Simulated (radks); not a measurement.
Task: These are the eigenvalues of the occupied orbitals of an atom or ion with whole-number occupations (hartree). All-electron calculation, scalar-relativistic Kohn-Sham, SCAN, spin-polarised, spherical densities, finite nucleus; meta-GGA in the generalised Kohn-Sham scheme; Fermi nuclear charge, rms radius of each element as measured or else 0.836 A^(1/3) + 0.57 fm. Program: a radial shooting solver on a logarithmic mesh with Libxc functionals.

| orbital | eigenvalue |
|---|---|
| 1s up | -6.44244 |
| 2p up | -0.95250 |

Which element is it, and in what charge state? The configuration may be excited. Open shells, if any, are filled with parallel spins first.

Result: Z = 4, beryllium, charge +2: Be2+ in 1s1 2p1. The 1s level, -6.4424 hartree, gives Z - s = 3.6 by -(Z - s)^2/2, which with screening and relativity narrows Z to a few neighbours, and with so few levels the electron count can be read from the list.
